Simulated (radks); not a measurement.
The numbers below are computed, except where a source is named.
Species: the osmium ion Os14+. Configuration: [Kr] 4d10 4f14 5s2. Level of theory: scalar-relativistic Kohn-Sham, PBE, spin-polarised, spherical densities, finite nucleus; Fermi nuclear charge, rms radius 5.4126 fm (a radial shooting solver on a logarithmic mesh with Libxc functionals).

Normalised radial functions P(r) = r R(r), r in bohr:

r              4d       5s
0.002183   0.0002   0.1382
0.002865   0.0004   0.1627
0.003731   0.0007   0.1866
0.004858   0.0015   0.2079
0.006326   0.0030   0.2223
0.008237   0.0061   0.2233
0.01081    0.0125   0.2018
0.01408    0.0247   0.1496
0.01833    0.0476   0.0602
0.02387    0.0894  -0.0648
0.03108    0.1615  -0.2063
0.0408     0.2820  -0.3233
0.05312    0.4529  -0.3410
0.06917    0.6649  -0.2028
0.09007    0.8629   0.0872
0.1182     0.9319   0.4060
0.154      0.7175   0.4876
0.2005     0.1453   0.1686
0.261     -0.6628  -0.4015
0.3399    -1.3639  -0.7286
0.4461    -1.6032  -0.3739
0.5809    -1.3106   0.4731
0.7564    -0.7751   1.1631
0.985     -0.3207   1.2084
1.283     -0.0856   0.7403
1.684     -0.0122   0.2554
2.192     -0.0009   0.0473
2.854     0.0000   0.0039

4d: eigenvalue -539.37 eV, 1 radial node at r = 0.211 bohr, <r> = 0.485 bohr, 90 % of the charge inside 0.724 bohr. 5s: eigenvalue -337.63 eV, 4 radial nodes at r = 0.0210, 0.0840, 0.218, 0.505 bohr, <r> = 0.921 bohr, 90 % of the charge inside 1.29 bohr.
